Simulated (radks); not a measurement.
Values are calculated unless marked as measured or tabulated.
All-electron atom: the lead ion Pb13+ in [Xe] 4f14 5d1.

Code: a radial shooting solver on a logarithmic mesh with Libxc functionals. Model: scalar-relativistic Kohn-Sham, exchange-only LDA, spin-polarised, spherical densities, point nucleus; open shells are filled with parallel spins first (spin-orbit coupling, left out, can overturn this in heavy ions).

Energy parts (Ry):
total: -41623.7144
kinetic: 47078.7939
electron-nucleus: -102740.9594
Hartree: 14754.7995
exchange: -716.3484

Orbitals (lengths in bohr, moments of r in powers of bohr; r(90%) holds 90 % of the orbital's charge):
orbital,occ.,eigenvalue (Ry),r(90%),<r^4>,<1/r>
1s up,1,-6491.071,0.0294,3.537e-07,101.4
1s down,1,-6491.071,0.0294,3.537e-07,101.4
2s up,1,-1176.020,0.105,0.00005105,23.80
2s down,1,-1176.008,0.105,0.00005105,23.80
2p up,3,-1011.569,0.100,0.00004237,20.90
2p down,3,-1011.559,0.100,0.00004237,20.90
3s up,1,-295.8315,0.256,0.001832,8.819
3s down,1,-295.8251,0.256,0.001832,8.819
3p up,3,-248.6907,0.264,0.002044,7.978
3p down,3,-248.6840,0.264,0.002043,7.978
3d up,5,-200.6176,0.248,0.001566,7.490
3d down,5,-200.6082,0.248,0.001566,7.490
4s up,1,-80.55314,0.550,0.03980,3.806
4s down,1,-80.54041,0.550,0.03979,3.806
4p up,3,-65.07587,0.593,0.05333,3.421
4p down,3,-65.06273,0.593,0.05329,3.421
4d up,5,-47.17981,0.639,0.07075,3.080
4d down,5,-47.16401,0.638,0.07062,3.081
4f up,7,-27.37824,0.706,0.1058,2.703
4f down,7,-27.35832,0.705,0.1051,2.704
5s up,1,-27.41078,1.15,0.7739,1.675
5s down,1,-27.32687,1.15,0.7697,1.678
5p up,3,-22.72068,1.28,1.170,1.483
5p down,3,-22.62228,1.28,1.165,1.486
5d up,1,-17.08454,1.49,2.113,1.260
5d down,0,-16.97306,1.49,2.108,1.262
6s up,0,-13.42430,2.11,8.837,0.8882
6s down,0,-13.32363,2.11,8.914,0.8856
6p up,0,-11.63736,2.32,13.07,0.8032
6p down,0,-11.54791,2.33,13.23,0.7999

The highest occupied level is 5d up at -232.45 eV. The density falls to 0.001 e/bohr^3 at r = 2.10 bohr. Summed over all electrons, <r^2> = 15.73 bohr^2, which gives a Langevin (diamagnetic) susceptibility term of -12.5 x 10^-6 cm^3/mol. For comparison, the ionisation energy in NIST's Atomic Spectra Database is 245 eV (semi-empirical). In exact Kohn-Sham theory the highest level is minus the ionisation energy, but local and semilocal functionals leave it too shallow, through self-interaction and a potential that decays too fast; potentials with the right tail come closer. Spin moment in Bohr magnetons: 1.
